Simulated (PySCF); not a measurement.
## Substituent chemical shifts

Parent skeleton `[SiH3:1][NH:2][SiH:3]1[CH:4]=[CH:5][CH:6]=[CH:7]1`; one hydrogen on atom 5 is replaced by X. Hydrogens on one atom are averaged.

- GFN2-xTB structure
- PBE0/pcSseg-1 with gauge-including orbitals
- run in PySCF
- isolated molecule, non-relativistic, fast rotation and ring inversion assumed for equivalent nuclei, one computed conformer

δ = σ(ref) − σ, references computed at the same level: TMS for $^{29}$Si and $^{13}$C and $^{1}$H; NH3 for $^{15}$N.

Parent (X = H): Si1 -53.9, N2 -0.1, Si3 -18.2, C4 136.3, C5 155.2, C6 155.2, C7 136.3, H(Si1) 4.86, H(Si3) 5.12 ppm. Effects are Δδ = δ(X) − δ(H), positive for deshielding.

Known members:
```csv
X,Si1,N2,Si3,C4,C5,C6,C7,H(Si1),H(Si3)
CH2CN,+0.4,+0.9,+3.1,-3.5,+3.5,-1.0,+6.2,+0.00,+0.05
```

Four more derivatives gave (Δδ, ppm):
```tsv
compound	Si1	N2	Si3	C4	C5	C6	C7	H(Si1)	H(Si3)
1	-1.1	+1.8	+3.4	-14.0	+12.9	+0.7	+5.0	-0.02	+0.05
2	+0.8	+3.9	+9.6	+2.0	+4.7	+2.6	+0.5	+0.03	+0.29
3	-0.9	+3.9	+3.3	-9.6	+12.0	+0.3	+3.2	+0.00	+0.06
4	+0.9	+0.4	+6.0	+13.9	-0.7	-1.3	+1.5	+0.02	+0.16
```

Their substituents are C(S)CH3, CH2SiH3, COOH, isopropenyl. Which is which?

Results:

1: X = CH2SiH3 ([SiH3]CC1=C[Si@H](N[SiH3])C=C1); 2: X = C(S)CH3 (CC(=S)C1=C[Si@@H](N[SiH3])C=C1); 3: X = isopropenyl (C=C(C)C1=C[Si@H](N[SiH3])C=C1); 4: X = COOH (O=C(O)C1=C[Si@@H](N[SiH3])C=C1).

Experimental scales use liquid or dissolved standards, which lie at an offset from isolated NH3 (liquid NH3: subtract about 20 ppm).
